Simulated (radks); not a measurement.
Results of a calculation; reference values are marked as such.
Charge is removed step by step from the 3p down level of Cr, starting from [Ne] 3s2 3p(up 3, down 3) 3d5 4s1. Code: a radial shooting solver on a logarithmic mesh with Libxc functionals. Model: non-relativistic Kohn-Sham, SCAN, spin-polarised, spherical densities, point nucleus; open shells are filled with parallel spins first; meta-GGA in the generalised Kohn-Sham scheme.

removed (e)  E - E(0) (eV)  eigenvalue (eV)  E minus straight line (eV)
0                    0.000          -42.146                       0.000
0.1                  4.258          -43.054                      -0.483
0.2                  8.617          -44.024                      -0.866
0.3                 13.064          -45.049                      -1.161
0.4                 17.620          -46.123                      -1.346
0.5                 22.291          -47.244                      -1.416
0.6                 27.077          -48.407                      -1.373
0.7                 31.980          -49.608                      -1.210
0.8                 36.997          -50.844                      -0.936
0.9                 42.138          -52.113                      -0.536
1                   47.415          -53.412                       0.000

Removing the whole electron costs 47.415 eV by Delta-SCF, against 42.146 eV from minus the eigenvalue at the starting occupation. Slater's transition state (half an electron removed) gives 47.244 eV. Integrating minus the eigenvalue over the occupation (Janak's theorem) gives 47.421 eV. The mean slope of the eigenvalue, de/dn, is 11.3 eV per electron.
